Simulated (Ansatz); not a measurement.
Start from `[SiH3]OB(S)O[SiH3]` and change one element to get `[SiH3][O][In]([SH])[O][SiH3]`.

Ansatz, PBE0-D4/def2-TZVP geometries, multiplicity 1. Each molecule was computed in one conformer, which needn't be the lowest.

Elements past krypton have def2 core potentials.

```
                             property  `[SiH3]OB(S)O[SiH3]`
  HOMO energy (B3LYP/def2-TZVPP) / eV                 -7.26
HOMO energy (ωB97M-V/def2-TZVPP) / eV                 -9.72
 HOMO–LUMO gap (PBE0/def2-TZVPP) / eV                  7.22
  LUMO energy (B3LYP/def2-TZVPP) / eV                 -0.52
   HOMO energy (PBE0/def2-TZVPP) / eV                 -7.53
   LUMO energy (PBE0/def2-TZVPP) / eV                 -0.31
```

What does the change do to each property? (Best estimate.)

Computed: 
```json
{"property": "HOMO energy (B3LYP/def2-TZVPP) / eV", "`[SiH3][O][In]([SH])[O][SiH3]`": "-7.94", "shift": "-0.68"}
{"property": "HOMO energy (ωB97M-V/def2-TZVPP) / eV", "`[SiH3][O][In]([SH])[O][SiH3]`": "-10.40", "shift": "-0.68"}
{"property": "HOMO–LUMO gap (PBE0/def2-TZVPP) / eV", "`[SiH3][O][In]([SH])[O][SiH3]`": "5.96", "shift": "-1.26"}
{"property": "LUMO energy (B3LYP/def2-TZVPP) / eV", "`[SiH3][O][In]([SH])[O][SiH3]`": "-2.53", "shift": "-2.01"}
{"property": "HOMO energy (PBE0/def2-TZVPP) / eV", "`[SiH3][O][In]([SH])[O][SiH3]`": "-8.19", "shift": "-0.66"}
{"property": "LUMO energy (PBE0/def2-TZVPP) / eV", "`[SiH3][O][In]([SH])[O][SiH3]`": "-2.23", "shift": "-1.92"}
```

With PBE0 the HOMO falls by 0.66 eV and the LUMO falls by 1.92 eV, so the gap narrows by about 1.26 eV. PBE moves the HOMO by -0.61 eV and ωB97M-V by -0.68 eV.

B3LYP here is the variant with VWN-RPA as its local correlation; programs differ in this.
